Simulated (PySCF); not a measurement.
# Dipole response of Sm⁵⁵⁺ (samarium, charge +55)

[He] 2s2 2p3, high-spin 4S determinant. Computed with PySCF 2.14 in an uncontracted even-tempered set (19 s from 32 bohr⁻², ratio 2.2; 12 p from 41 bohr⁻², ratio 2.2; 5 d from 160 bohr⁻², ratio 2.4; 5 f from 230 bohr⁻², ratio 2.4; 4 g from 350 bohr⁻², ratio 2.4), with scalar relativity by spin-free X2C-1e. Coupled (time-dependent) response in atomic units; α is the mean over directions.

| method | mean α (bohr³) | C₆ (like pair) | S(−4) |
| --- | --- | --- | --- |
| UHF | 0.0002161 | 1.565e-06 | 2.585e-07 |
| PBE0 | 0.0002135 | 1.551e-06 | 2.501e-07 |

S(−4) is the Cauchy moment in α(ω) = α(0) + S(−4) ω² + …

α(iu) at PBE0:

| u (hartree) | α(iu) (bohr³) |
| --- | --- |
| 0 | 0.0002135 |
| 5.00 | 0.0002075 |
| 10.0 | 0.0001917 |
| 20.0 | 0.0001502 |
| 30.0 | 0.0001158 |
| 40.0 | 9.276e-05 |
| 50.0 | 7.784e-05 |
| 75.0 | 5.839e-05 |
| 100 | 4.928e-05 |
| 150 | 3.977e-05 |
| 250 | 2.878e-05 |

A single London oscillator, α(iu) = α/(1 + u²/ω²), gives C₆ = (3/4) ω α². Matching the computed C₆ needs ω = 4 × 1.551e-06 / (3 × 0.0002135²) = 45.4 hartree.

For an ion, C₆ is the dispersion term alone; charge-induced terms of lower order in 1/R come first.

Spin-orbit coupling, which splits the p, d and f shells strongly at this Z, is absent. Spin-orbit coupling is strong in this species (close to jj coupling), so the high-spin LS determinant is a model state, not a physical level.
